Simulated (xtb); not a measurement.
Input for xtb: GFN2-xTB on C2H6S (SMILES CCS), a point of a torsion scan.

```
$ xtb mol.xyz --gfn 2 --opt vtight --chrg 0 --uhf 0 --input xcontrol
9

C     -0.80645502     0.48397556     0.10811026
C      0.13026729    -0.66614967    -0.08203053
S      1.77354916    -0.39655746     0.55987442
H     -1.74252635     0.23369360    -0.44499053
H     -0.40975715     1.42294333    -0.30850823
H     -1.10424197     0.64301348     1.15822619
H     -0.30857879    -1.53050995     0.46583457
H      0.09259489    -0.96176588    -1.15117970
H      1.81228990     0.26791501     1.77426317
$constrain
  force constant=1.0
  dihedral: 1,2,3,9,40.0
$end
```

It printed:

```
[...]
           -------------------------------------------------
          |                Calculation Setup                |
           -------------------------------------------------



           -------------------------------------------------
          |                 G F N 2 - x T B                 |
           -------------------------------------------------

        Reference                      10.1021/acs.jctc.8b01176
      * Hamiltonian:
        H0-scaling (s, p, d)           1.850000    2.230000    2.230000
        zeta-weighting                 0.500000
      * Dispersion:
        s8                             2.700000
        a1                             0.520000
        a2                             5.000000
        s9                             5.000000
      * Repulsion:
        kExp                           1.500000    1.000000
        rExp                           1.000000
      * Coulomb:
        alpha                          2.000000
        third order                    shell-resolved
        anisotropic                    true
        a3                             3.000000
        a5                             4.000000
        cn-shift                       1.200000
        cn-exp                         4.000000
        max-rad                        5.000000


          ...................................................
          :                      SETUP                      :
          :.................................................:
          :  # basis functions                  24          :
          :  # atomic orbitals                  23          :
          :  # shells                           13          :
          :  # electrons                        20          :
          :  max. iterations                   250          :
          :  Hamiltonian                  GFN2-xTB          :
          :  restarted?                      false          :
          :  GBSA solvation                  false          :
          :  PC potential                    false          :
          :  electronic temp.          300.0000000     K    :
          :  accuracy                    1.0000000          :
          :  -> integral cutoff          0.2500000E+02      :
          :  -> integral neglect         0.1000000E-07      :
          :  -> SCF convergence          0.1000000E-05 Eh   :
          :  -> wf. convergence          0.1000000E-03 e    :
          :  Broyden damping             0.4000000          :
          :  net charge                          0          :
          :  unpaired electrons                  0          :
          ...................................................

 iter      E             dE          RMSdq      gap      omega  full diag
   1    -10.6370960 -0.106371E+02  0.424E+00    5.65       0.0  T
   2    -10.6656731 -0.285772E-01  0.266E+00    5.19       1.0  T
   3    -10.6669724 -0.129931E-02  0.103E+00    5.18       1.0  T
   4    -10.6675988 -0.626382E-03  0.397E-01    5.07       1.0  T
   5    -10.6676075 -0.872485E-05  0.132E-01    5.08       1.0  T
   6    -10.6676221 -0.145513E-04  0.449E-02    5.08       1.0  T
   7    -10.6676227 -0.627877E-06  0.915E-03    5.08       3.6  T
   8    -10.6676227 -0.209967E-07  0.227E-03    5.08      14.7  T
   9    -10.6676227 -0.121131E-07  0.113E-03    5.08      29.4  T
  10    -10.6676227 -0.337522E-09  0.184E-04    5.08     181.0  T
  11    -10.6676227 -0.809663E-11  0.614E-05    5.08     542.9  T

   *** convergence criteria satisfied after 11 iterations ***

         #    Occupation            Energy/Eh            Energy/eV
      -------------------------------------------------------------
         1        2.0000           -0.7088937             -19.2900
       ...           ...                  ...                  ...
         4        2.0000           -0.5268223             -14.3356
         5        2.0000           -0.5175805             -14.0841
         6        2.0000           -0.5014756             -13.6458
         7        2.0000           -0.4719770             -12.8431
         8        2.0000           -0.4597890             -12.5115
         9        2.0000           -0.4358655             -11.8605
        10        2.0000           -0.3657719              -9.9532 (HOMO)
        11                         -0.1790259              -4.8715 (LUMO)
        12                         -0.1647875              -4.4841
        13                         -0.0141967              -0.3863
        14                         -0.0059786              -0.1627
        15                          0.0051396               0.1399
       ...                                ...                  ...
        23                          0.4563577              12.4181
      -------------------------------------------------------------
                  HL-Gap            0.1867460 Eh            5.0816 eV
             Fermi-level           -0.2723989 Eh           -7.4124 eV

 SCC (total)  
[...]
0 d,  0 h,  0 min,  0.004 sec
 SCC setup                      ...        0 min,  0.000 sec (  2.523%)
 Dispersion                     ...        0 min,  0.000 sec (  0.908%)
 classical contributions        ...        0 min,  0.000 sec (  0.398%)
 integral evaluation            ...        0 min,  0.001 sec ( 24.408%)
 iterations                     ...        0 min,  0.001 sec ( 22.217%)
 molecular gradient             ...        0 min,  0.002 sec ( 45.354%)
 printout                       ...        0 min,  0.000 sec (  3.822%)

         :::::::::::::::::::::::::::::::::::::::::::::::::::::
         ::                     SUMMARY                     ::
         :::::::::::::::::::::::::::::::::::::::::::::::::::::
         :: total energy             -10.577771310824 Eh    ::
         :: gradient norm              0.000107363663 Eh/a0 ::
         :: HOMO-LUMO gap              4.516957636830 eV    ::
         ::.................................................::
         :: SCC energy               -10.693736798361 Eh    ::
         :: -> isotropic ES            0.005449807192 Eh    ::
         :: -> anisotropic ES          0.001513807067 Eh    ::
         :: -> anisotropic XC          0.007731647987 Eh    ::
         :: -> dispersion             -0.003810874327 Eh    ::
         :: repulsion energy           0.115961943657 Eh    ::
         :: add. restraining           0.000003543880 Eh    ::
         :: total charge               0.000000000000 e     ::
         :::::::::::::::::::::::::::::::::::::::::::::::::::::

           -------------------------------------------------
          |                Property Printout                |
           -------------------------------------------------

    * Orbital Energies and Occupations

         #    Occupation            Energy/Eh            Energy/eV
      -------------------------------------------------------------
         1        2.0000           -0.7101414             -19.3239
         2        2.0000           -0.6306627             -17.1612
         3        2.0000           -0.5852737             -15.9261
         4        2.0000           -0.5281995             -14.3730
         5        2.0000           -0.5124487             -13.9444
         6        2.0000           -0.4986011             -13.5676
         7        2.0000           -0.4737331             -12.8909
         8        2.0000           -0.4606097             -12.5338
         9        2.0000           -0.4480516             -12.1921
        10        2.0000           -0.3685029             -10.0275 (HOMO)
        11                         -0.2025077              -5.5105 (LUMO)
        12                         -0.1177716              -3.2047
        13                         -0.0166643              -0.4535
        14                         -0.0029746              -0.0809
        15                          0.0060686               0.1651
        16                          0.1057279               2.8770
        17                          0.1428187               3.8863
        18                          0.1541207               4.1938
        19                          0.1806346               4.9153
        20                          0.2246466               6.1129
        21                          0.2350534               6.3961
       ...                                ...                  ...
        23                          0.5310064              14.4494
      -------------------------------------------------------------
                  HL-Gap            0.1659951 Eh            4.5170 eV
             Fermi-level           -0.2855053 Eh           -7.7690 eV

     #   Z          covCN         q      C6AA      α(0)
     1   6 C        3.777    -0.102    22.480     6.755
     2   6 C        3.793     0.007    20.470     6.443
     3  16 S        1.918    -0.297   153.902    20.880
     4   1 H        0.925     0.044     2.393     2.419
     5   1 H        0.925     0.051     2.303     2.373
     6   1 H        0.925     0.042     2.424     2.435
     7   1 H        0.925     0.043     2.405     2.425
     8   1 H        0.925     0.051     2.310     2.377
     9   1 H        0.923     0.160     1.323     1.799

 Mol. C6AA /au·bohr⁶  :        926.698220
 Mol. C8AA /au·bohr⁸  :      27883.947560
 Mol. α(0) /au        :         47.905612


Wiberg/Mayer (AO) data.
largest (>0.10) Wiberg bond orders for each atom

 ---------------------------------------------------------------------------
     #   Z sym  total        # sym  WBO       # sym  WBO       # sym  WBO
 ---------------------------------------------------------------------------
     1   6 C    3.995 --     2 C    1.028     5 H    0.986     6 H    0.985
                             4 H    0.979
     2   6 C    3.977 --     1 C    1.028     3 S    0.990     7 H    0.978
                             8 H    0.975
     3  16 S    2.003 --     2 C    0.990     9 H    0.961
     4   1 H    0.998 --     1 C    0.979
     5   1 H    0.997 --     1 C    0.986
     6   1 H    0.998 --     1 C    0.985
     7   1 H    0.998 --     2 C    0.978
     8   1 H    0.997 --     2 C    0.975
     9   1 H    0.974 --     3 S    0.961
 ---------------------------------------------------------------------------

Topologies differ in total number of bonds
Writing topology from bond orders to xtbtopo.mol

molecular dipole:
                 x           y           z       tot (Debye)
 q only:       -0.679       0.190       0.134
   full:       -0.975       0.174       0.139       2.543
molecular quadrupole (traceless):
                xx          xy          yy          xz          yz          zz
 q only:       -3.077       1.309       0.822       0.383       0.826       2.255
  q+dip:       -5.886       1.955       1.805      -0.416       0.799       4.081
   full:       -5.264       1.846       1.339      -0.123       1.402       3.926

           -------------------------------------------------
          |                Geometry Summary                 |
           -------------------------------------------------

      molecular mass/u    :       62.1339037
   center of mass at/Å    :        0.7734988      -0.2438334       0.3095104
  moments of inertia/u·Å² :        0.1772970E+02   0.9358829E+02   0.1037279E+03
rotational constants/cm⁻¹ :        0.9508130E+00   0.1801254E+00   0.1625178E+00

 * 7 selected distances

     #   Z          #   Z                                           value/Å
     1   6 C        2   6 C                                       1.5149256 (max)
     1   6 C        4   1 H                                       1.0883829
     1   6 C        5   1 H                                       1.0879674 (min)
     1   6 C        6   1 H                                       1.0887884
     2   6 C        7   1 H                                       1.0909399
     2   6 C        8   1 H                                       1.0892065
     3  16 S        9   1 H                                       1.3310499

 * 3 distinct bonds (by element types)

   Z      Z             #   av. dist./Å        max./Å        min./Å
   1 H    6 C           5     1.0890570     1.0909399     1.0879674
   6 C    6 C           1     1.5149256     1.5149256     1.5149256
   1 H   16 S           1     1.3310499     1.3310499     1.3310499


optimized geometry written to: xtbopt.xyz


           -------------------------------------------------
Note: The following floating-point exceptions are signalling: IEEE_UNDERFLOW_FLAG IEEE_DENORMAL
normal termination of xtb
          | TOTAL ENERGY              -10.577771310824 Eh   |
          | GRADIENT NORM               0.000107363663 Eh/α |
          | HOMO-LUMO GAP               4.516957636830 eV   |
           -------------------------------------------------

------------------------------------------------------------------------
------------------------------------------------------------------------
 total:
 SCF:
 ANC optimizer:
```

The run finished.

Warnings raised: the energy holds the restraint's term.

Cost: roughly 0.13 core-seconds.
